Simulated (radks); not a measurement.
The numbers below are computed, except where a source is named.
Species: Tl2.625+. Configuration: [Xe] 4f14 5d10 6s0.375 (fractional occupations, a model configuration). Level of theory: Dirac Kohn-Sham, LDA (Slater exchange, Perdew-Wang correlation), spin-unpolarised, spherical densities, finite nucleus; Fermi nuclear charge, rms radius 5.4759 fm (a radial shooting solver on a logarithmic mesh with Libxc functionals).

Spin-orbit splittings of the eigenvalues, e(l+1/2) - e(l-1/2), with zeta = 2 splitting/(2l+1) and mean radii in bohr:

shell  occ.  splitting (eV)  zeta (eV)  <r> j=l-1/2  <r> j=l+1/2
2p        6            2063       1375      0.05591      0.06470
3p        6           458.6      305.7       0.1675       0.1836
3d       10           98.03      39.21       0.1595       0.1644
4p        6           111.7      74.50       0.3932       0.4278
4d       10           20.85      8.342       0.4336       0.4447
4f       14               ?          ?       0.4645       0.4710
5p        6           20.45      13.64       0.9400        1.034
5d       10           2.303     0.9213        1.324        1.371

Estimate the 4f splitting.

Answer. 4.604 eV (zeta = 1.315 eV).
